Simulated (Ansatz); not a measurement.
**Question.** Name a neutral molecule of Br, C, Si and H with HOMO energy (ωB97M-V/def2-TZVPP) between -10.50 and -10.20 eV and zero-point energy (PBE0-D4/def2-TZVP) between 208 and 224 kJ/mol (Ansatz, PBE0-D4/def2-TZVP geometry).

**Answer.** `CC[SiH2]Br` (-10.34 eV, 219.7 kJ/mol); `C[SiH](C)Br` (-10.30 eV, 219.3 kJ/mol). Other molecules can fit too; these were computed, each in one conformer that needn't be the lowest.
